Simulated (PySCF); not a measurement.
C₃H₈O₂Si, SMILES [SiH2](O/C=C/C)O.

Geometry optimised at B3LYP-D3(BJ)/def2-SVP. The structure was generated by enumeration; whether it is a known compound was not checked. The values are those of a single conformer.

The numbers are results of PBE/def2-TZVP run with PySCF, not measurements.

Isolated molecule, no solvent.

```json
{
  "total_energy": "-558.78105 hartree",
  "highest_occupied_level": "-5.37 eV",
  "lowest_empty_level": "-0.51 eV",
  "orbital_gap": "4.86 eV",
  "dipole_moment": "0.74 D",
  "quadrupole, principal values (traceless, Buckingham form, about the centre of nuclear charge)": "-6.87, -0.22, 7.09 D·Å",
  "mean_static_polarisability": "73.9 bohr³ (10.96 Å³)",
  "polarisability_principal_values": "57.0, 63.0, 101.8 bohr³"
}
```
